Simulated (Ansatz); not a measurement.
The cluster K₆F₅⁺: single points at one geometry.

```yaml
crystal:
  periodic: [false, false, false]
  atoms:
    - {symbol: K, position_ang: [1.558410, -1.647262, 1.951466]}
    - {symbol: K, position_ang: [-1.633134, 1.973714, -2.412210]}
    - {symbol: K, position_ang: [2.690648, 1.304191, 0.039783]}
    - {symbol: K, position_ang: [0.163462, -0.975583, -1.404621]}
    - {symbol: K, position_ang: [-0.639678, 1.236195, 1.531597]}
    - {symbol: K, position_ang: [-3.063190, -1.730972, -0.007272]}
    - {symbol: F, position_ang: [-2.311262, -0.220985, -1.714759]}
    - {symbol: F, position_ang: [2.298428, -1.087462, -0.314862]}
    - {symbol: F, position_ang: [0.225744, 1.628146, -0.865199]}
    - {symbol: F, position_ang: [1.601380, 0.796304, 2.180121]}
    - {symbol: F, position_ang: [-0.890808, -1.276295, 1.015956]}
basis:
  gaussian: {orbitals: def2-TZVP, initial_orbitals: start.molden}
total_charge: 1
hamiltonian: {xc: {name: LC-wPBE}}
scf: {omitted_lower_state_checks: [starts]}
output: {orbitals: {seedname: orbitals}}
```

The file start.molden holds the orbitals of an earlier run on this structure, at another level or in another basis.

```sh
$ ansatz run in.yaml --threads 4 --pin off --events-out ev --progress --plain --max-ram 4787MiB
```

It prints (some lines left out):

```
Functional definition: LC-wPBE
2730 factors; their error is unknown
969 factors; integrals over basis functions are off by at most 4.1e-5 eV
mean field evaluation 1: about -111520.4639 eV, gradient 1.6e1 eV
mean field evaluation 2: about -111520.6937 eV, gradient 2.4e-1 eV
mean field evaluation 4: about -111520.6227 eV, gradient 4.6e-4 eV
mean field -111520.62268028 eV, -4098.3072921072 hartree, gradient 1.5e-5 eV, S^2 0.000000; 0 other end points of the search recorded, 0 dependent functions left out
reference -111520.62268029 eV, -4098.3072921078 hartree; 79, 79 occupied and 274, 274 virtual orbitals, 2730 factors
Total energy: -111520.62268029 eV, -4098.3072921078 hartree
Checks for a lower state left out: starts
```

Hardware: 4 threads of Arm Neoverse V2 on a shared host. Wall time 16 s, peak host memory 1.6 GiB.

The first input with `gaussian: {orbitals: def2-SVP, initial_orbitals: start.molden}`, `hamiltonian: {xc: pbe}`, `correlation: {method: rpa}` and without the key `output` (abridged; 15 s):

```
Functional definition: PBE
mean field -111472.82230693 eV, -4096.5506607870 hartree, gradient 1.2e-6 eV, S^2 0.000000
35 core orbitals not correlated: weight in the atoms' cores, before any rotation towards them, 1.000 or more for the frozen orbitals, at most 0.000 for the correlated occupied ones
Total energy: -111390.58272714 eV, -4093.5284119735 hartree
Checks for a lower state left out: starts
```

First input, but with `hamiltonian: {xc: r2scan, dispersion: d4}` (abridged; 26 s):

```
Functional definition: r2SCAN
mean field -111539.99309039 eV, -4099.0191415490 hartree, gradient 1.1e-5 eV, S^2 0.000000
Total energy: -111540.05609146 eV, -4099.0214567955 hartree
Checks for a lower state left out: starts
```

First input, but with `gaussian: {orbitals: def2-SVP, initial_orbitals: start.molden}`, `hamiltonian: {xc: pbe0, dispersion: d4}` (abridged; 11 s):

```
Functional definition: PBE0
mean field -111480.76751015 eV, -4096.8426416199 hartree, gradient 2.3e-5 eV, S^2 0.000000
Total energy: -111481.00625031 eV, -4096.8514151589 hartree
Checks for a lower state left out: starts
```

First input, but with `hamiltonian: {xc: pbe0, dispersion: d4}` (abridged; 28 s):

```
Functional definition: PBE0
the host lacks memory for fits, so the integrals are decomposed
mean field -111509.99699359 eV, -4097.9168053239 hartree, gradient 2.6e-5 eV, S^2 0.000000
Total energy: -111510.23567436 eV, -4097.9255766804 hartree
Checks for a lower state left out: starts
```

The first input with `hamiltonian: {xc: pbe, dispersion: d4}`, `output: {forces: true, orbitals: {seedname: orbitals}}` (abridged; 14 s):

```
Functional definition: PBE
mean field -111502.43715732 eV, -4097.6389864650 hartree, gradient 1.6e-5 eV, S^2 0.000000
Total energy: -111502.70769351 eV, -4097.6489284865 hartree
Atom 0 force     0.001145    -0.145401     0.114824 eV/Å
Atom 1 force    -0.037737     0.169029    -0.103527 eV/Å
Atom 2 force     0.110003     0.132976    -0.066328 eV/Å
Atom 3 force    -0.056657    -0.025996    -0.076898 eV/Å
Atom 4 force    -0.135248     0.044164    -0.015927 eV/Å
Atom 5 force    -0.145504    -0.115129     0.080792 eV/Å
Atom 6 force    -0.101047    -0.031970    -0.110105 eV/Å
Atom 7 force     0.228035    -0.135090    -0.074498 eV/Å
Atom 8 force     0.039378     0.087476    -0.033752 eV/Å
Atom 9 force     0.121242     0.092886     0.215795 eV/Å
Atom 10 force    -0.023609    -0.072944     0.069624 eV/Å
Dipole moment:    -1.457366     0.253554    -0.474562 e Å
Checks for a lower state left out: starts
```

The first input with `gaussian: {orbitals: def2-SVP, initial_orbitals: start.molden}`, `correlation: {method: mp2}` and without the key `hamiltonian` (abridged; 6.5 s):

```
Functional definition: HF
mean field -111340.83821819 eV, -4091.7003349878 hartree, gradient 7.6e-6 eV, S^2 0.000000
35 core orbitals not correlated: weight in the atoms' cores, before any rotation towards them, 1.000 or more for the frozen orbitals, at most 0.000 for the correlated occupied ones
second order -35.56304554 eV of doubles, -0.00000000 eV of singles
Total energy: -111376.40126374 eV, -4093.0072528061 hartree
Checks for a lower state left out: starts
```

Geometry: PBE0-D4/def2-SVP.

LC-ωPBE has ω = 0.4 bohr⁻¹. Correlated methods freeze 35 core orbitals; core or outer-core shells of K are correlated, in sets that lack core-valence functions. The structure comes from a short search, and lower isomers may exist.
